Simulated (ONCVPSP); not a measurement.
**Zn (Z = 30): variants of one ONCV potential**

Base potential:

```json
{
  "Element": "zinc",
  "Generator": "ONCVPSP 4.0.1",
  "Type": "optimised norm-conserving Vanderbilt (ONCV)",
  "Functional": "PBE",
  "Relativity": "scalar-relativistic",
  "Frozen core": "[Ar]",
  "Valence charge": "12",
  "Reference configuration": "3d10 4s2",
  "Partial waves": "4s: rc 1.80 bohr, ncon 4, nbas 7, qcut 3 1/bohr, 2 projectors, debl 1.7 Ha; p scattering state at 0.18 Ha: rc 1.75 bohr, ncon 3, nbas 8, qcut 3.7 1/bohr, 1 projector; 3d: rc 0.80 bohr, ncon 3, nbas 7, qcut 23.3 1/bohr, 2 projectors, debl 2.5 Ha",
  "Local potential": "polynomial inside 0.55 bohr (lpopt 3, dvloc0 0 Ha)",
  "Core correction": "none"
}
```

All-electron outer shells of the reference configuration (PBE, scalar-relativistic, ld1.x):

| shell | level (eV) | outermost node (bohr) | outermost maximum (bohr) |
| --- | --- | --- | --- |
| 3p | -83.40 | 0.25 | 0.59 |
| 3d | -10.14 | – | 0.57 |
| 4s | -5.98 | 0.85 | 2.09 |

Cutoffs, loose and tight: the cutoffs (Ha) at which the residual kinetic energy of the hardest occupied pseudo-wave falls to 1 and 0.1 mHa per electron. They do not see the model core or the augmentation charge, which bear on the density cutoff. Test errors are all-electron minus pseudo excitation energies from the reference, over the configurations 3d10 4s1; 3d10 4s0; 3d9 4s0; 3d8 4s0. A dash means not determined; rows that change the core or the reference have their own tests.

A true bound ghost makes a file unfit for plane-wave use even where its test errors are small: the radial tests pick states by their node count and pass the ghost by.

| change | outcome | cutoff, loose | cutoff, tight | bound ghosts | GHOST(+) flags above zero | largest test error (meV) |
| --- | --- | --- | --- | --- | --- | --- |
| base | generated | 168 Ha | 193 Ha | s, p | none | +148 |
| p: qcut 3.1 | generated | 168 Ha | 193 Ha | s, p | none | +148 |
| local potential polynomial inside 0.55 bohr (lpopt 3, dvloc0 6 Ha) | generated | 168 Ha | 193 Ha | s, p | none | +148 |
| p: rc 2.18 | generated, projector energies reset by the program | 168 Ha | 193 Ha | s, p | none | +148 |
| all radii scaled by about 1.29 (s 2.32, p 2.26, d 1.04 bohr); local potential polynomial inside 0.72 bohr (lpopt 3, dvloc0 0 Ha) | generated, projector energies reset by the program | 112 Ha | 128 Ha | s, p | none | -354 |
| p: nbas 7 | generated | 168 Ha | 193 Ha | s, p | none | +148 |
| core correction Teter function, fcfact 5.5, rcfact 1.15 | generated | 168 Ha | 193 Ha | s, p | none | -225 |
| core [Ne], valence charge 20; reference 3s2 3p6 3d10 4s1.5; waves now 3s+4s: rc 1.35 bohr, ncon 4, nbas 7, qcut 11.5 1/bohr, 2 projectors; 3p: rc 0.80 bohr, ncon 4, nbas 8, qcut 18.7 1/bohr, 2 projectors, debl 0.4 Ha; 3d: rc 0.90 bohr, ncon 4, nbas 7, qcut 15.5 1/bohr, 2 projectors, debl 2.4 Ha; local potential polynomial inside 0.60 bohr (lpopt 3, dvloc0 2 Ha) | generated, projector energies reset by the program | 106 Ha | 125 Ha | none | none | +0.5 |

(1) What comes out with this change to the base: reference 3d10 4s1?

Answers

(1) outcome: generated, projector energies reset by the program; cutoff, loose: 169 Ha; cutoff, tight: 195 Ha; bound ghosts: s, p; GHOST(+) flags above zero: none; largest test error (meV): -187.
